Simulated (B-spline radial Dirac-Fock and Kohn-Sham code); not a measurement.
**Scattering functions of Pm²⁺**

System: Pm²⁺, configuration [Xe] 4f5, inside a Watson sphere of charge -2 and radius 2.7 Å (a model of the Madelung potential; inside it an electron's potential energy is raised by 10.7 eV).

Calculated with a B-spline atomic structure program, using relativistic Hartree-Fock (Dirac-Fock) wave functions, averaged over the configuration. f₀ is the Fourier transform of the spherical electron density, S the Waller-Hartree incoherent function, and s = sin θ/λ. The electron scattering factor follows from the Mott-Bethe formula f_e = 0.023934 Å⁻¹·(Z − f₀)/s².

| s (Å⁻¹) | f₀ | S | f_e (Å) |
| --- | --- | --- | --- |
| 0 | 59.000 | 0.000 | – |
| 0.05 | 58.258 | 0.813 | 26.255 |
| 0.1 | 56.192 | 2.882 | 11.506 |
| 0.15 | 53.214 | 5.467 | 8.282 |
| 0.2 | 49.806 | 8.049 | 6.698 |
| 0.25 | 46.369 | 10.470 | 5.603 |
| 0.3 | 43.149 | 12.729 | 4.747 |
| 0.35 | 40.245 | 14.814 | 4.055 |
| 0.4 | 37.659 | 16.703 | 3.491 |
| 0.45 | 35.347 | 18.398 | 3.032 |
| 0.5 | 33.257 | 19.931 | 2.656 |
| 0.6 | 29.580 | 22.676 | 2.089 |
| 0.7 | 26.444 | 25.166 | 1.688 |
| 0.8 | 23.796 | 27.482 | 1.391 |
| 0.9 | 21.614 | 29.644 | 1.164 |
| 1 | 19.850 | 31.660 | 0.985 |
| 1.1 | 18.428 | 33.520 | 0.842 |
| 1.2 | 17.261 | 35.211 | 0.727 |
| 1.4 | 15.379 | 38.077 | 0.557 |
| 1.6 | 13.757 | 40.340 | 0.442 |
| 1.8 | 12.222 | 42.172 | 0.360 |
| 2 | 10.772 | 43.716 | 0.301 |
| 2.5 | 7.845 | 46.788 | 0.204 |
| 3 | 6.107 | 49.106 | 0.146 |
| 3.5 | 5.177 | 50.900 | 0.109 |
| 4 | 4.592 | 52.316 | 0.084 |
| 5 | 3.635 | 54.356 | 0.055 |
| 6 | 2.780 | 55.664 | 0.039 |

f₀ starts at the number of electrons, 59, and has fallen to half at s ≈ 0.60 Å⁻¹. The sum of ⟨r²⟩ over the electrons is 41.08 bohr². For an ion f_e diverges as s goes to zero, because of the net charge.
